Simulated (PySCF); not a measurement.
These 3 structures share the formula C6H9NSi. Computed with PySCF, PBE0-D3(BJ)/def2-SVP geometry optimisation, gas phase. Energies are electronic, without zero-point or thermal terms, for one conformer each. No frequencies were run at this level. Point groups hold within 0.08 Å.

Task: Order them by energy at this level, lowest first, and give relative energies in kJ/mol.
A. `[CH:1]#[C:2]/[C:3](=[N:4]/[SiH3:5])[CH:6]1[CH2:7][CH2:8]1` with C2–C3–C6–C7 -35°
B. `[CH3:1][SiH2:2][c:3]1[cH:4][cH:5][cH:6][cH:7][n:8]1` with C1–Si2–C3–C4 -131°
C. `[CH2:1]=[CH:2][c:3]1[cH:4][cH:5][cH:6][n:7]1[SiH3:8]` with C1–C2–C3–C4 7°

Result: B (0.0), C (50.4), A (316.9).

As drawn, the lowest has an aromatic ring and an Si–C bond, which the highest lacks; the highest has a three-membered ring, a C≡C bond and a C=N bond, which the lowest lacks.

| SMILES | E (Eh) | E rel (kJ/mol) | dipole (D) | point group | A, B, C (MHz) |
| --- | --- | --- | --- | --- | --- |
| C[SiH2]c1ccccn1 | -577.55153 | 0.0 | 1.96 | C1 | 4068, 1084, 915.9 |
| C=Cc1cccn1[SiH3] | -577.53232 | 50.4 | 1.37 | near Cs | 2192, 1687, 964.7 |
| C#C/C(=N/[SiH3])C1CC1 | -577.43082 | 316.9 | 2.49 | near Cs | 2482, 1151, 846.2 |

Task: How do the relative energies change in single points at PBE0/pcSseg-1 (no added dispersion term) on the same geometries?

Result: 
```
               SMILES  PBE0-D3(BJ)/def2-SVP (kJ/mol)  PBE0/pcSseg-1 (kJ/mol)  shift
      C[SiH2]c1ccccn1                            0.0                     0.0    0.0
     C=Cc1cccn1[SiH3]                           50.4                    56.1   +5.7
C#C/C(=N/[SiH3])C1CC1                          316.9                   307.8   -9.1
```

Each column counts from its own lowest isomer. The order is unchanged; the largest shift is 9.1 kJ/mol.
